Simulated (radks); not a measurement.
Results of a calculation; reference values are marked as such.
Spherical quantum dot in the effective-mass picture: electrons in a parabolic well V = omega^2 r^2 / 2 with omega = 1.71, all in effective atomic units (hartree* = m*/eps^2 hartree, bohr* = eps/m* bohr), one dielectric constant everywhere. Level of theory: non-relativistic Kohn-Sham, PBE, spin-polarised, spherical densities (a radial shooting solver with Libxc functionals). Levels are named by radial order and angular momentum (1s, 1p, 1d, 2s, ...), and open shells are averaged over m.

N = 20, configuration 1s2 1p6 1d10 2s2. This is the lowest configuration that the search found. Occupied and some empty levels:

level,occupation,eigenvalue (hartree*),<r> (bohr*)
1s,2,14.741,1.215
1p,6,15.616,1.520
1d,10,16.605,1.739
2s,2,16.821,1.522
1f,0,17.690,1.916
2p,0,18.002,1.723
1g,0,18.856,2.068

Energy (hartree*): total 214.642, kinetic 32.270, external 82.534, Hartree 111.88, exchange-correlation -12.045.

Electron density:

r (bohr*),n(r) (e/bohr*^3)
0.0672,0.8507
0.236,0.8082
0.405,0.7352
0.574,0.6590
0.743,0.6043
0.911,0.5805
1.08,0.5784
1.25,0.5757
1.42,0.5498
1.59,0.4888
1.76,0.3964
1.93,0.2893
2.09,0.1883
2.26,0.1092
2.43,0.05607
2.60,0.02563
2.77,0.01044
2.94,0.003776
3.11,0.001214
3.28,0.0003462
